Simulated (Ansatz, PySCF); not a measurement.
CH7FO2Si2, SMILES O[Si](O)(F)C[SiH3]. Atoms are numbered in the order given.

```xyz
13

O      1.5909     1.3838     1.0482
Si     0.6414     0.5283    -0.0047
O      1.2769    -0.9849    -0.1381
F      0.7221     1.3028    -1.4373
C     -1.1394     0.3541     0.4670
Si    -1.9134    -1.3290     0.0667
H      1.5908     2.3449     0.9729
H      2.2339    -1.0682    -0.2225
H     -1.2408     0.5290     1.5516
H     -1.7201     1.1410    -0.0432
H     -1.3258    -2.3930     0.9252
H     -3.3835    -1.2693     0.3266
H     -1.7050    -1.6717    -1.3683
```

Geometry: B3LYP-D3(BJ)/def2-SVP. This is a generated structure with no PubChem entry under its InChIKey; it may be hypothetical. The values are those of a single conformer.

Two levels are set side by side: PBE-D3(BJ)/def2-SVP (Ansatz, a first-principles code) and B3LYP-D3(BJ)/def2-SVP (Ansatz). Each level has its own optimised geometry; the coordinates shown are those of the second. Frequencies come from the Hessian of PySCF at each geometry. Differences are taken from unrounded values.

| quantity | B3LYP-D3(BJ) |
|---|---|
| mean bond length (Å) | 1.440 |
| bond O1–Si2 (Å) | 1.656 |
| bond Si2–O3 (Å) | 1.647 |
| bond Si2–F4 (Å) | 1.631 |
| bond Si2–C5 (Å) | 1.850 |
| bond C5–Si6 (Å) | 1.895 |
| bond O1–H7 (Å) | 0.964 |
| bond O3–H8 (Å) | 0.964 |
| bond C5–H9 (Å) | 1.103 |
| bond C5–H10 (Å) | 1.103 |
| bond Si6–H11 (Å) | 1.488 |
| bond Si6–H12 (Å) | 1.494 |
| bond Si6–H13 (Å) | 1.490 |
| highest harmonic wavenumber (cm⁻¹) | 3882 |
| mean harmonic wavenumber (cm⁻¹) | 1116 |
| zero-point energy (kcal/mol) | 52.66 |

Problem. What does PBE-D3(BJ) give, and how far is it from B3LYP-D3(BJ)? (An estimate is asked for; the answer gives what the named calculation found.)

Solution. 
```csv
quantity,PBE-D3(BJ),PBE-D3(BJ) minus B3LYP-D3(BJ)
mean bond length (Å),1.451,0.010
bond O1–Si2 (Å),1.670,0.014
bond Si2–O3 (Å),1.660,0.013
bond Si2–F4 (Å),1.643,0.012
bond Si2–C5 (Å),1.859,0.008
bond C5–Si6 (Å),1.901,0.005
bond O1–H7 (Å),0.973,0.008
bond O3–H8 (Å),0.973,0.008
bond C5–H9 (Å),1.111,0.007
bond C5–H10 (Å),1.110,0.007
bond Si6–H11 (Å),1.501,0.013
bond Si6–H12 (Å),1.507,0.013
bond Si6–H13 (Å),1.503,0.013
highest harmonic wavenumber (cm⁻¹),3774,-108
mean harmonic wavenumber (cm⁻¹),1085,-31
zero-point energy (kcal/mol),51.19,-1.47
```

GGA bonds tend to be longer and softer than those of functionals with exact exchange. Differences between two approximate levels are no errors against the true value.
